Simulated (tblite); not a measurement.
C5H13N3P (charge +1).
Z-matrix (Å and degrees, GFN2-xTB geometry), rows numbered from 1:
```
C 
N   1  1.4597
C   2  1.4621  1  112.96
P   2  1.6403  1  121.66  3  -147.90
C   4  1.8116  2  109.58  1   -35.15
N   4  1.6458  2  104.38  1  -159.01
C   4  1.8462  2  115.74  1    87.49
C   7  1.4428  4  105.45  2   -58.64
N   8  1.1405  7  175.94  4     0.97
H   1  1.0865  2  110.79  3  -178.04
H   1  1.0902  2  108.01  3   -59.46
H   1  1.0921  2  112.06  3    59.99
H   3  1.0885  2  110.13  1  -176.42
H   3  1.0924  2  111.59  1   -54.67
H   3  1.0899  2  108.68  1    64.72
H   5  1.0901  4  109.61  2   -47.61
H   5  1.0886  4  111.26  2    74.20
H   5  1.0907  4  108.35  2  -166.43
H   6  1.0127  4  116.26  2    50.35
H   6  1.0112  4  118.38  2  -171.44
H   7  1.0947  4  109.69  2    60.20
H   7  1.0927  4  111.64  2  -178.31
```

Method: GFN2-xTB as coded in tblite; computed harmonic values from a numerical Hessian at the method's own geometry, unscaled. The method is semi-empirical: single wavenumbers can be off by several per cent or more. One conformer, not necessarily the lowest.

Harmonic wavenumbers (cm⁻¹): 38.5, 68.4, 91.4, 137.9, 162.8, 199.9, 206.8, 216.5, 244.4, 253.1, 262.4, 277.5, 311.8, 363.6, 367.8, 375.7, 469.7, 561.3, 643.1, 720.6, 726.0, 800.1, 817.1, 842.0, 897.1, 936.0, 978.8, 1000.5, 1026.5, 1035.2, 1075.3, 1116.4, 1150.1, 1176.1, 1268.5, 1314.9, 1349.9, 1394.3, 1400.1, 1402.3, 1411.0, 1424.1, 1452.8, 1463.1, 1474.5, 1485.6, 2414.2, 2940.1, 2956.1, 2973.3, 2981.7, 2992.4, 2996.6, 3013.5, 3014.9, 3016.2, 3029.4, 3055.2, 3389.4, 3427.5.

A = 1574, B = 1255, C = 1045 MHz; mass 146.085 u (most abundant isotopes); point group C1, symmetry number 1.

What is the zero-point energy?

Half the sum of the wavenumbers: 39296 cm⁻¹ = 112.35 kcal/mol.

What is S at 298.15 K and 1 bar for an ideal gas of classical rigid rotors and harmonic oscillators?

Translation 40.87, rotation 29.43, vibration 39.83: S = 110.1 cal/(mol K).

And Cp and H(298.15 K) − H(0)?

Cp = 47.93 cal/(mol K), of which vibrations give 39.98 (their classical limit is 60 R = 119.2); H(298.15 K) − H(0) = 8.70 kcal/mol without the zero-point energy, 6.33 from vibrations.

How do the functions run with temperature in this model?

```json
{"T (K)": "150", "S (cal/(mol K))": "83.6", "Cp (cal/(mol K))": "30.9", "H − H(0) (kcal/mol)": "2.83", "G − H(0) (kcal/mol)": "-9.71", "ln q(vib)": "3.94"}
{"T (K)": "250", "S (cal/(mol K))": "102.2", "Cp (cal/(mol K))": "42.6", "H − H(0) (kcal/mol)": "6.52", "G − H(0) (kcal/mol)": "-19.03", "ln q(vib)": "7.63"}
{"T (K)": "400", "S (cal/(mol K))": "125.7", "Cp (cal/(mol K))": "58.5", "H − H(0) (kcal/mol)": "14.13", "G − H(0) (kcal/mol)": "-36.17", "ln q(vib)": "12.94"}
{"T (K)": "600", "S (cal/(mol K))": "152.7", "Cp (cal/(mol K))": "74.8", "H − H(0) (kcal/mol)": "27.55", "G − H(0) (kcal/mol)": "-64.08", "ln q(vib)": "19.57"}
{"T (K)": "900", "S (cal/(mol K))": "186.3", "Cp (cal/(mol K))": "90.8", "H − H(0) (kcal/mol)": "52.58", "G − H(0) (kcal/mol)": "-115.12", "ln q(vib)": "28.57"}
```

q(vib) and H(0) count from the zero-point level.

Which modes carry the vibrational entropy at 298.15 K?

38.5 cm⁻¹: 5.33; 68.4 cm⁻¹: 4.20; 91.4 cm⁻¹: 3.63; 137.9 cm⁻¹: 2.83; 162.8 cm⁻¹: 2.52; 199.9 cm⁻¹: 2.13 cal/(mol K); the other 54 give 19.18 together.

What must be added to the electronic energy to get the Gibbs energy at 298.15 K and 1 bar?

ZPE + [H(298.15 K) − H(0)] − T·S = 112.35 + 8.70 − 32.84 = 88.21 kcal/mol.

Hindered rotation and anharmonicity are outside this model. Other conformers, if any are populated, would add a mixing term that is left out. The structure is chiral; the term R ln 2 for an equal mix with its mirror image is left out.

Hardware: one thread of an Arm Neoverse V1 (shared host). Cost: 0.97 s of wall time. This covers the Hessian and the dipole derivatives.
